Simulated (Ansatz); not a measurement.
Start from `N[SiH](Cl)BF` and change one atom or group to get `N[SiH](N)Cl`.

Ansatz, PBE0-D4/def2-TZVP geometries, multiplicity 1. Each molecule was computed in one conformer, which needn't be the lowest.

| property | `N[SiH](Cl)BF` |
| --- | --- |
| LUMO energy (B3LYP/def2-TZVPP) / eV | -1.98 |
| LUMO energy (PBE/def2-TZVPP) / eV | -2.75 |
| HOMO–LUMO gap (ωB97M-V/def2-TZVPP) / eV | 10.30 |
| HOMO energy (B3LYP/def2-TZVPP) / eV | -7.67 |
| HOMO–LUMO gap (PBE0/def2-TZVPP) / eV | 6.10 |
| size of the dipole moment (PBE/def2-TZVPP) / D | 1.86 |

What does the change do to each property? (An estimate is asked.)

The calculation gave: 
| property | `N[SiH](N)Cl` | shift |
| --- | --- | --- |
| LUMO energy (B3LYP/def2-TZVPP) / eV | 0.59 | 2.57 |
| LUMO energy (PBE/def2-TZVPP) / eV | 0.11 | 2.86 |
| HOMO–LUMO gap (ωB97M-V/def2-TZVPP) / eV | 12.45 | 2.15 |
| HOMO energy (B3LYP/def2-TZVPP) / eV | -7.49 | 0.18 |
| HOMO–LUMO gap (PBE0/def2-TZVPP) / eV | 8.68 | 2.58 |
| size of the dipole moment (PBE/def2-TZVPP) / D | 2.11 | 0.25 |

With PBE0 the HOMO rises by 0.15 eV and the LUMO rises by 2.72 eV, so the gap widens by about 2.57 eV. PBE moves the HOMO by 0.24 eV and ωB97M-V by -0.04 eV. Dipoles are sizes alone; their direction can turn.

B3LYP here is the variant with VWN-RPA as its local correlation; programs differ in this.
